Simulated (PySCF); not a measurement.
Diatomics with 58 electrons

PBE0 in PySCF with def2-SVPD on every atom (core potentials on Cd, In, Sn, Te, I), for the lowest determinant that a PBE0 search found; no spin–orbit coupling. All have 58 electrons, 10 of them in the valence shells, and the same state, a singlet (closed shell). For ions De leads to the atom and ion picked by measured ionisation energies and electron affinities.

| species | difference of nuclear charges | Re (Å) | ωe (cm⁻¹) | k (mdyn/Å) | De (eV) | dissociates to |
| --- | --- | --- | --- | --- | --- | --- |
| CdF⁻ | 39 | 2.197 | 325 | 1.01 | 1.25 | Cd + F⁻ |
| InO⁻ | 41 | 1.940 | 676 | 3.78 | 4.03 | In + O⁻ |
| BTe⁻ | 47 | 2.072 | 673 | 2.71 | 4.28 | B + Te⁻ |
| BeI⁻ | 49 | 2.556 | 280 | 0.388 | 0.83 | Be + I⁻ |
| SnO | 42 | 1.847 | 838 | 5.84 | 5.16 | Sn + O |
| TeC | 46 | 1.891 | 900 | 5.24 | 4.64 | Te + C |
| BI | 48 | 2.134 | 587 | 2.06 | 3.76 | B + I |

Problem. Which member of the whole set has the stiffest bond, and how does it compare with the softest?

Solution. SnO with k = 5.84 mdyn/Å, 15 times that of BeI⁻.

Spin–orbit coupling is left out, which matters for elements this heavy, above all for dissociation energies. For an ion De counts to the pair picked by the measured ionisation energies or electron affinities, which need not be the lowest pair at this level.
